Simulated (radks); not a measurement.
Task: Species: Co3+. Configuration: [Ar] 3d6. All-electron calculation, scalar-relativistic Kohn-Sham, MS2 meta-GGA, spin-polarised, spherical densities, finite nucleus; open shells are filled with parallel spins first; meta-GGA in the generalised Kohn-Sham scheme; Fermi nuclear charge, rms radius 3.7875 fm. Program: a radial shooting solver on a logarithmic mesh with Libxc functionals. Some entries of the table are withheld. Estimate them.

| orbital | occ. | eigenvalue (eV) | <r> (bohr) | r(max) (bohr) |
|---|---|---|---|---|
| 1s up | 1 | -7647.732 | 0.05615 | 0.03677 |
| 1s down | 1 | -7647.686 | 0.05615 | 0.03677 |
| 2s up | 1 | -946.0196 | 0.2548 | 0.2126 |
| 2s down | 1 | -944.2844 | 0.2543 | 0.2124 |
| 2p up | 3 | -812.4505 | 0.2252 | 0.1724 |
| 2p down | 3 | -810.8144 | 0.2246 | 0.1722 |
| 3s up | 1 | -145.8942 | 0.7652 | 0.6673 |
| 3s down | 1 | -140.6161 | 0.7688 | 0.6684 |
| 3p up | 3 | -107.2642 | (1) | 0.6774 |
| 3p down | 3 | -101.8090 | (2) | 0.6792 |
| 3d up | 5 | -46.9697 | 0.9285 | 0.6558 |
| 3d down | 1 | -41.4595 | 0.9669 | 0.6638 |
| 4s up | 0 | (3) | 2.178 | 1.934 |
| 4s down | 0 | (4) | 2.246 | 1.988 |
| 4p up | 0 | -24.8157 | (5) | 2.213 |
| 4p down | 0 | -23.3757 | (6) | 2.281 |

Result: 
(1) 3p up <r> (bohr): 0.8025
(2) 3p down <r> (bohr): 0.8089
(3) 4s up eigenvalue (eV): -32.5446
(4) 4s down eigenvalue (eV): -30.6875
(5) 4p up <r> (bohr): 2.501
(6) 4p down <r> (bohr): 2.592
